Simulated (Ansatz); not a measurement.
Reaction (substitution at a C–C bond): `CC(C)CF` + `[OH][GeH2][F]` → `CC(C)[O][GeH2][F]` + `CF`

Computed with Ansatz on PBE0-D4/def2-TZVP structures; ΔE is electronic, products minus reactants. CCSD(T)/CBS is the MP2 limit (def2-TZVPP, def2-QZVPP) plus CCSD(T) − MP2 in def2-TZVPP, frozen cores. This one scheme is used for every species. DFT in def2-TZVPP. HSE06 is defined as in plane-wave codes. For Ge outer-core shells are correlated without core-valence functions, which leaves a few kJ/mol of doubt a bond. Scalar relativity is left out up to krypton. One conformer a species, not always the lowest.

| level | ΔE (eV) |
| --- | --- |
| HSE06-D4 | 0.47 |
| r2SCANh | 0.48 |
| RPA@PBE/def2-TZVPP | 0.42 |
| SCS-MP2/def2-QZVPP | 0.47 |

Problem. What does CCSD(T)/CBS give? (An estimate is asked.)

Solution. The calculation gave: +0.47 eV. The listed levels differ from it by 0.00, 0.01, -0.05, 0.00 eV.

Largest T1 diagnostic among the species: 0.012.

At CCSD(T), def2-SVP lies −0.07 eV from the extrapolated value and def2-TZVPP −0.00 eV. Leaving LDA and LC-ωPBE aside and taking each functional with its dispersion term where it has one, the values, not all of them listed here, spread over 0.14 eV, from BLYP-D4 to PBE-QIDH.
